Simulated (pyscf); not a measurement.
This saddle point was located with ωB97X-D3(BJ)/def2-SVP in PySCF.

```xyz
8

C      0.2497     0.2804    -0.6564
C      0.0883     0.2538     0.6580
C     -1.0259    -0.7191     0.8331
H     -0.8115    -0.6514    -0.5478
H      0.8713     0.7652    -1.4139
H     -0.7867    -1.7148     1.2330
H     -2.0160    -0.3291     1.1093
F      0.7143     0.8955     1.6376
```
Charge 0, spin multiplicity 2.

Surface: doublet, charge 0. Lowest wavenumbers (cm⁻¹): 2282i, 441, 445, 456, 585.

**Question.** Name the species on either side of this saddle.

**Answer.** •H₂C–C(=CH₂)–F <-> •HC=C(CH₃)–F, a hydrogen shift read from left to right: C–H broken and C–H formed. At ωB97M-D3(BJ)/def2-TZVP it lies +2.96 eV from the left side and +1.83 eV from the right (each side as separated species at their lowest minima found). This is the saddle that the search found; another between the same sides may lie lower.
